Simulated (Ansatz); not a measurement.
# Relaxing a trial structure of C2H6AlO

The starting geometry of this gas-phase doublet was optimised with GFN2-xTB; its bonds are those of `C[CH2][Al][OH]`.

```xyz
10

C    -1.3220   -1.9510   -0.8339
C    -1.7759   -0.4915   -0.7944
Al   -0.8115    0.6765    0.6174
O     0.5069    0.3083    1.5406
H    -0.2606   -2.0172   -1.0707
H    -1.4777   -2.4284    0.1328
H    -1.8755   -2.5162   -1.5868
H    -2.8546   -0.4503   -0.5930
H    -1.6408   -0.0429   -1.7867
H     1.2664    0.0507    2.0503
```

Q: Predict what becomes of its bonds when it is optimised with B3LYP/6-31G*.

A: It keeps its bonds, and is `C[CH2][Al][OH]`.

The energy falls by 0.29 eV over 33 steps:

| step | E − E(last) (eV) |
| --- | --- |
| 1 | 0.295 |
| 5 | 0.198 |
| 8 | 0.197 |
| 12 | 0.103 |
| 15 | 0.005 |
| 19 | 0.001 |
| 22 | 0.001 |
| 26 | 0.000 |
| 29 | 0.000 |
| 33 | 0.000 |

Final geometry (Å):

| atom | x (Å) | y (Å) | z (Å) |
| --- | --- | --- | --- |
| C | -1.3361 | -1.9567 | -0.8055 |
| C | -1.7737 | -0.4841 | -0.7121 |
| Al | -0.9306 | 0.5194 | 0.8069 |
| O | 0.6644 | -0.0082 | 1.2184 |
| H | -0.2473 | -2.0514 | -0.8738 |
| H | -1.6569 | -2.5314 | 0.0715 |
| H | -1.7689 | -2.4461 | -1.6891 |
| H | -2.8652 | -0.3985 | -0.6402 |
| H | -1.4874 | 0.0628 | -1.6238 |
| H | 1.1563 | 0.4323 | 1.9234 |

Frequencies at the end are all real (lowest 30 cm⁻¹). Open shells are spin-unrestricted. Run with Ansatz 0.2.0, 3.1 min on 1 thread of Arm Neoverse V1 (shared host).
